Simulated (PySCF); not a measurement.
# `c1(O)ccccc1Br`, C6H5BrO

Molfile (atoms numbered from 1):
```
C6H5BrO
     RDKit          3D

 13 13  0  0  0  0  0  0  0  0999 V2000
    1.4337   -1.6731   -1.5591 O   0  0  0  0  0  0  0  0  0  0  0  0
    0.1950   -1.2810   -1.2386 C   0  0  0  0  0  0  0  0  0  0  0  0
   -0.8906   -2.0352   -1.7000 C   0  0  0  0  0  0  0  0  0  0  0  0
   -2.1931   -1.6638   -1.3910 C   0  0  0  0  0  0  0  0  0  0  0  0
   -2.4456   -0.5315   -0.6148 C   0  0  0  0  0  0  0  0  0  0  0  0
   -1.3792    0.2309   -0.1469 C   0  0  0  0  0  0  0  0  0  0  0  0
   -0.0760   -0.1451   -0.4586 C   0  0  0  0  0  0  0  0  0  0  0  0
    1.3936    0.8742    0.1664 Br  0  0  0  0  0  0  0  0  0  0  0  0
    2.0656   -1.0512   -1.1667 H   0  0  0  0  0  0  0  0  0  0  0  0
   -0.6755   -2.9176   -2.3058 H   0  0  0  0  0  0  0  0  0  0  0  0
   -3.0238   -2.2682   -1.7623 H   0  0  0  0  0  0  0  0  0  0  0  0
   -3.4690   -0.2395   -0.3721 H   0  0  0  0  0  0  0  0  0  0  0  0
   -1.5495    1.1206    0.4618 H   0  0  0  0  0  0  0  0  0  0  0  0
  1  2  1  0
  2  3  2  0
  3  4  1  0
  4  5  2  0
  5  6  1  0
  6  7  2  0
  7  8  1  0
  7  2  1  0
  1  9  1  0
  3 10  1  0
  4 11  1  0
  5 12  1  0
  6 13  1  0
M  END
```

Theory: TDDFT CAM-B3LYP/aug-cc-pVDZ excited states, vertical, gas phase (PySCF). Geometry: PBE0-D3(BJ)/def2-SVP.

The calculation is non-relativistic, which matters for the atoms heavier than Zn.

(1) How strongly do the lowest singlets absorb one photon, and two photons of half the energy?

Answers

(1) δ for parallel linear polarisation; σ at the peak of a Lorentzian of half width 0.1 eV, single beam; Ω is circular over linear.
```
state  E (eV)      f  photon λ (nm)  δ (au)  σ (GM)     Ω                                  main
   S1    5.05  0.056            491    15.3    0.14  1.39  HOMO→LUMO+1 0.79, HOMO−1→LUMO+4 0.18
   S2    5.35  0.000            463    9.48    0.10  1.50    HOMO→LUMO+2 0.38, HOMO→LUMO+5 0.24
   S3    5.81  0.013            427    22.2    0.28  1.49  HOMO→LUMO+4 0.58, HOMO−1→LUMO+1 0.39
   S4    5.90  0.013            420    20.3    0.26  1.50      HOMO→LUMO 0.62, HOMO→LUMO+2 0.24
   S5    6.11  0.000            406    17.5    0.24  1.50  HOMO−1→LUMO+2 0.25, HOMO→LUMO+2 0.19
   S6    6.43  0.001            385    97.6    1.48  1.50      HOMO→LUMO+5 0.47, HOMO→LUMO 0.16
```

Among these, the strongest one-photon state is S1, the strongest two-photon state S6, with a dipole change of 4.0 D (relaxed, norm of the difference vector).
